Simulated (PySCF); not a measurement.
Structure problem from calculated spectra and properties.

Formula: C4H7NOS.

* 13C NMR: chemical shifts (computed TMS as zero) by class: 123.8 (1 C), 53.0 (1 C), 42.9 (1 C), 3.1 (1 C) ppm [GIAO PBE0/pcSseg-1]
* Rotational structure: rotational constants A, B, C: 5.347, 1.072, 1.013 GHz [GFN2-xTB]
* NMR, other nuclei: isotropic shieldings of nuclei other than C and H, by class: -33 (1 N), 289 (1 O), 214 (1 S) ppm [GIAO PBE0/pcSseg-1]
* Dipole: 5.12 D [PBE0/pcSseg-1]
* 1H NMR: chemical shifts (computed TMS as zero) by class: 3.59 (1 H), 2.86 (1 H), 2.30 (1 H), 2.09 (3 H), 2.00 (1 H) ppm [GIAO PBE0/pcSseg-1]

Gas-phase values; electronic properties from PySCF, density fitting. Levels stand in brackets. Geometry: GFN2-xTB, one conformer, isolated molecule. NMR classes are plain means over equivalent atoms (diastereotopic ones count apart unless rotation or inversion swaps them), as if these changed places fast.

Q: What is the compound? Reason from the data.

A: Numbering: `[CH3:1][S@@:2](=[O:3])[CH2:4][CH2:5][C:6]#[N:7]`. 4 carbons fall into 4 classes; from least to most shielded: nitrile carbon [C6] (123.8 ppm), sp3 carbon bound to sulfur [C4] (53.0 ppm), S-methyl carbon [C1] (42.9 ppm), sp3 carbon next to a nitrile [C5] (3.1 ppm). Hydrogen classes from least to most shielded: 1 H on an sp3 carbon next to a nitrile, C5 (3.59 ppm), 1 H on an sp3 carbon bound to sulfur, C4 (2.86 ppm), 1 H on an sp3 carbon bound to sulfur, C4 (2.30 ppm), 3 H on an S-methyl carbon, C1 (2.09 ppm, a mean of values up to 1.2 ppm apart in this geometry), 1 H on an sp3 carbon next to a nitrile, C5 (2.00 ppm). The other shieldings belong to: -33 ppm, nitrile nitrogen [N7]; 289 ppm, sulfinyl oxygen [O3]; 214 ppm, sulfinyl sulfur [S2]. The optimised geometry has point group C1 and is an asymmetric top. Structure: `C[S@@](=O)CCC#N`. Computed isomers that give other values at the same levels: `CC(=O)NC(C)=S` (13C chemical shifts (computed TMS as zero) by class: 220.1 (1 C), 168.9 (1 C), 36.4 (1 C), 25.9 (1 C) ppm). The assignments are read from this structure; whether some other isomer fits the data as well wasn't checked. The mirror image fits equally.

The values belong to the conformer `[CH3:1][S@@:2](=[O:3])[CH2:4][CH2:5][C:6]#[N:7]`: C1–S2–C4–C5 -76°, S2–C4–C5–C6 -156°.
